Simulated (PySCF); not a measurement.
C₃H₇O (SMILES [CH2]C(C)O), doublet, geometry from GFN2-xTB. Base run: PySCF with B3LYP/STO-3G.

The PySCF input:
```python
from pyscf import gto, scf, dft

mol = gto.Mole()
mol.atom = '''
    C     1.268255   -0.686968    0.054276
    C     0.070854    0.067688   -0.355768
    C    -1.220381   -0.705141    0.015714
    O     0.035776    1.377536    0.162533
    H     1.923796   -0.307139    0.812966
    H     1.476189   -1.640382   -0.387285
    H     0.061400    0.203094   -1.449141
    H    -2.088076   -0.127157   -0.291308
    H    -1.262361   -0.863778    1.091595
    H    -1.234941   -1.668954   -0.483606
    H     0.125418    1.330557    1.121190
'''
mol.basis = 'sto-3g'
mol.charge = 0
mol.spin = 1
mol.verbose = 4
mol.build()

mf = dft.UKS(mol)
mf.xc = 'b3lyp'
mf.kernel()
mf.analyze()
```

Each row names what was changed in the base input (with any setting that the change needs).

| change | ΔE vs base (mEh) | grid points | electrons on the grid |
|---|---|---|---|
| base | 0.000 | 125096 | 33.00003 |
| grids.level = 1 | -0.005 | 38024 | 33.00000 |
| grids.level = 0 | -21.374 | 8688 | 33.00180 |
| grids.level = 5 | 0.002 | 336696 | 33.00000 |
| grids.atom_grid = (75, 302) | 0.000 | 160304 | 33.00003 |
| grids.prune = off | 0.000 | 196304 | 33.00003 |
| grids.level = 4 | 0.003 | 224040 | 32.99999 |
| grids.prune = dft.gen_grid.sg1_prune | -0.014 | 55560 | 33.00005 |
| small_rho_cutoff = 0 | 0.000 | 125096 | 33.00003 |
| grids.level = 7 | 0.002 | 697392 | 33.00000 |
| grids.atom_grid = (99, 590) | 0.003 | 357672 | 32.99999 |

Open shells are given as the SCF converged; they aren't shown to be the lowest states, and a large step between rows can be another state.
